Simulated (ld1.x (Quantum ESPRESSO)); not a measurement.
## u(r) = r·R(r): atom against pseudo-atom (europium)

Columns: radius, all-electron u(r) and pseudo u(r) of the 5d shell (level -3.66 eV) of europium in the configuration [Xe] 4f6 5d1 6s1 6p1; PBEsol, scalar-relativistic, TM scheme, ld1.x (Quantum ESPRESSO) 7.5.

| r (bohr) | all-electron | pseudo |
| --- | --- | --- |
| 0.188 | 0.1438 | 0.0034 |
| 0.375 | -0.2021 | 0.0256 |
| 0.562 | -0.2540 | 0.0789 |
| 0.750 | -0.0716 | 0.1653 |
| 0.938 | 0.1548 | 0.2750 |
| 1.125 | 0.3448 | 0.3898 |
| 1.312 | 0.4818 | 0.4923 |
| 1.500 | 0.5703 | 0.5702 |
| 1.688 | 0.6194 | 0.6183 |
| 1.875 | 0.6394 | 0.6392 |
| 2.062 | 0.6391 | 0.6393 |
| 2.250 | 0.6252 | 0.6252 |
| 2.438 | 0.6025 | 0.6025 |
| 2.625 | 0.5748 | 0.5748 |
| 2.812 | 0.5445 | 0.5445 |
| 3.000 | 0.5132 | 0.5132 |
| 3.188 | 0.4818 | 0.4818 |
| 3.375 | 0.4512 | 0.4512 |
| 3.562 | 0.4216 | 0.4216 |
| 3.750 | 0.3929 | 0.3929 |
| 3.938 | 0.3654 | 0.3654 |
| 4.125 | 0.3393 | 0.3393 |
| 4.312 | 0.3146 | 0.3146 |
| 4.500 | 0.2911 | 0.2911 |
| 4.688 | 0.2689 | 0.2689 |
| 4.875 | 0.2483 | 0.2483 |

(1) How many radial nodes do the two functions have?

(2) Is the pseudo-wave norm-conserving?

Answers

(1) The all-electron 5d function has n − l − 1 = 2; the pseudo-wave has 0, since the states of the same l below it are removed with the core.

(2) Yes: the TM scheme keeps the norm inside the radius equal to the all-electron one, which fixes the energy derivative of the logarithmic derivative at the level.
